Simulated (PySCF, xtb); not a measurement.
C3H10OSi2, SMILES C=C([SiH3])C[SiH2]O. Other conformers were not sampled.

Harmonic wavenumbers (cm⁻¹) from GFN2-xTB (xtb) at its own minimum, in rising order: 36, 52, 83, 126, 186, 252, 277, 368, 380, 481, 546, 573, 605, 637, 675, 742, 757, 775, 783, 784, 791, 804, 815, 890, 894, 980, 1098, 1209, 1234, 1425, 1475, 1667, 2221, 2230, 2239, 2258, 2333, 2932, 2964, 3056, 3105, 3670.

Task: What does PBE0-D3(BJ)/def2-SVP in PySCF give at its own minimum? (Estimate from the structure and the level; the computed values follow.)

Result: 62, 67, 103, 123, 188, 221, 271, 357, 377, 496, 618, 646, 666, 693, 719, 775, 835, 856, 889, 908, 929, 930, 943, 952, 953, 976, 1090, 1153, 1245, 1416, 1438, 1687, 2209, 2219, 2225, 2241, 2271, 3056, 3120, 3135, 3240, 3940. Paired by order, the mean absolute difference is 57 cm⁻¹ and the zero-point energies are 70.6 and 73.3 kcal/mol.
